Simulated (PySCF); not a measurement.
C3H7BO2, SMILES OCB1CCO1. Coordinates come from a B3LYP-D3(BJ)/def2-SVP optimisation. The structure was generated by enumeration, and PubChem lists no compound with its InChIKey, so it may never have been made. One conformer was computed; it need not be the lowest.

Method: B3LYP-D3(BJ)/def2-SVP (PySCF).

Harmonic wavenumbers (cm⁻¹): 96, 146, 161, 248, 335, 404, 641, 672, 814, 836, 956, 964, 968, 1049, 1092, 1154, 1166, 1189, 1204, 1259, 1323, 1381, 1406, 1428, 1456, 1501, 2915, 3026, 3053, 3078, 3116, 3136, 3810. Rotational constants (GHz): 9.048, 2.279, 1.889; symmetry number 1.

Q: Work out the zero-point energy and the ideal-gas rigid-rotor harmonic-oscillator thermochemistry at 298.15 K and 1 atm.

A: ZPE = ½ Σ hcν = ½ × 45982 cm⁻¹ = 275.04 kJ/mol. H − E(el) = 295.21 kJ/mol. Entropy in J/(mol K): translation 164.28, rotation 110.94, vibration 61.07, total 336.29. G − E(el) = 194.95 kJ/mol. Cp = 105.09 J/(mol K). Modes under 150 cm⁻¹ make the vibrational entropy uncertain.
